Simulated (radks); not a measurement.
The mean radii <r> (bohr) of the occupied orbitals of an atom or ion are listed with their occupations. All-electron calculation, scalar-relativistic Kohn-Sham, Wu-Cohen GGA, spin-polarised, spherical densities, point nucleus. Program: a radial shooting solver on a logarithmic mesh with Libxc functionals.

| orbital | occ. | <r> |
|---|---|---|
| 1s up | 1 | 0.02318 |
| 1s down | 1 | 0.02318 |
| 2s up | 1 | 0.09897 |
| 2s down | 1 | 0.09897 |
| 2p up | 3 | 0.08710 |
| 2p down | 3 | 0.08710 |
| 3s up | 1 | 0.2606 |
| 3s down | 1 | 0.2605 |
| 3p up | 3 | 0.2589 |
| 3p down | 3 | 0.2587 |
| 3d up | 5 | 0.2363 |
| 3d down | 5 | 0.2361 |
| 4s up | 1 | 0.5931 |
| 4s down | 1 | 0.5929 |
| 4p up | 3 | 0.6281 |
| 4p down | 3 | 0.6279 |
| 4d up | 5 | 0.6887 |
| 4d down | 5 | 0.6891 |
| 5s up | 1 | 1.435 |
| 5s down | 1 | 1.450 |
| 5p up | 3 | 1.683 |
| 5p down | 3 | 1.704 |
| 4f up | 5 | 1.035 |
| 6s up | 1 | 3.886 |

Name the element and its charge. Open shells, if any, are filled with parallel spins first.

Answer. Z = 61, promethium, charge +1: Pm+ in [Xe] 4f5 6s1. The 1s radius gives Z: for a bare nucleus <r> = (2 gamma + 1)/(2Z) with gamma = sqrt(1 - (Z/c)^2), 0.02288 bohr for Z = 61, and screening makes it slightly larger (0.02318 here). The occupations add up to 60, and the charge is Z minus that.
